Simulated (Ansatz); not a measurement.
Start from `N=[CH][Ga]([F])[F]` and change one atom or group to get `C[NH][Ga]([F])[F]`.

Ansatz, PBE0-D4/def2-TZVP geometries, multiplicity 1. Each molecule was computed in one conformer, which needn't be the lowest.

Scalar relativity is left out up to krypton.

| property | `N=[CH][Ga]([F])[F]` |
| --- | --- |
| size of the dipole moment (B3LYP/def2-TZVPP) / D | 1.60 |
| HOMO energy (B3LYP/def2-TZVPP) / eV | -7.76 |
| size of the dipole moment (PBE/def2-TZVPP) / D | 1.60 |
| HOMO–LUMO gap (PBE/def2-TZVPP) / eV | 3.27 |
| zero-point energy (PBE0-D4/def2-TZVP) / kJ/mol | 92.5 |
| HOMO–LUMO gap (PBE0/def2-TZVPP) / eV | 5.59 |

(1) Give the same properties after the change, and the shifts. (Estimate.)

## Answers

(1) The calculation gave: 
```json
{"property": "size of the dipole moment (B3LYP/def2-TZVPP) / D", "`C[NH][Ga]([F])[F]`": "3.42", "shift": "1.82"}
{"property": "HOMO energy (B3LYP/def2-TZVPP) / eV", "`C[NH][Ga]([F])[F]`": "-7.26", "shift": "0.50"}
{"property": "size of the dipole moment (PBE/def2-TZVPP) / D", "`C[NH][Ga]([F])[F]`": "3.35", "shift": "1.75"}
{"property": "HOMO–LUMO gap (PBE/def2-TZVPP) / eV", "`C[NH][Ga]([F])[F]`": "4.06", "shift": "0.79"}
{"property": "zero-point energy (PBE0-D4/def2-TZVP) / kJ/mol", "`C[NH][Ga]([F])[F]`": "153.3", "shift": "60.8"}
{"property": "HOMO–LUMO gap (PBE0/def2-TZVPP) / eV", "`C[NH][Ga]([F])[F]`": "6.42", "shift": "0.83"}
```

With PBE0 the HOMO rises by 0.47 eV and the LUMO rises by 1.30 eV, so the gap widens by about 0.83 eV. PBE moves the HOMO by 0.49 eV and ωB97M-V by 0.38 eV. The zero-point energy changes by 60.8 kJ/mol with +6 modes. Dipoles are sizes alone; their direction can turn.

Positive LUMOs are unbound, so they and the gaps depend on the basis.

B3LYP here is the variant with VWN-RPA as its local correlation; programs differ in this.
